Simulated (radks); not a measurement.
The gold ion Au67+, 12 electrons, occupied as [Ne] 3s2 (the NIST ground configuration).

Calculated with a radial shooting solver on a logarithmic mesh with Libxc functionals: Dirac Kohn-Sham, PBE, spin-unpolarised, spherical densities, point nucleus.

Energy parts (Ry):
part                       energy
total                 -26864.3787
kinetic                32071.9105
electron-nucleus      -60691.6081
Hartree                 2075.1924
exchange-correlation    -319.8736

Orbitals (lengths in bohr, moments of r in powers of bohr; r(max) is where P^2 peaks):
orbital  occ.  eigenvalue (Ry)  <1/r>   r(max)  small-component weight
1s1/2       2        -6371.476  95.89  0.01041                9.02e-02
2s1/2       2        -1464.313  23.90  0.05994                2.12e-02
2p1/2       2        -1427.584  23.78  0.04408                2.12e-02
2p3/2       4        -1288.387  19.42  0.05130                1.89e-02
3s1/2       2        -600.9768  9.651   0.1605                8.45e-03

The highest occupied level is 3s1/2 at -8176.7 eV. The density falls to 0.001 e/bohr^3 at r = 0.48 bohr. For comparison, the ionisation energy in NIST's Atomic Spectra Database is 8210 eV (theoretical). In exact Kohn-Sham theory the highest level is minus the ionisation energy, but local and semilocal functionals leave it too shallow, through self-interaction and a potential that decays too fast; potentials with the right tail come closer. Summed over all electrons, <r^2> = 0.1056 bohr^2, which gives a Langevin (diamagnetic) susceptibility term of -0.0837 x 10^-6 cm^3/mol.
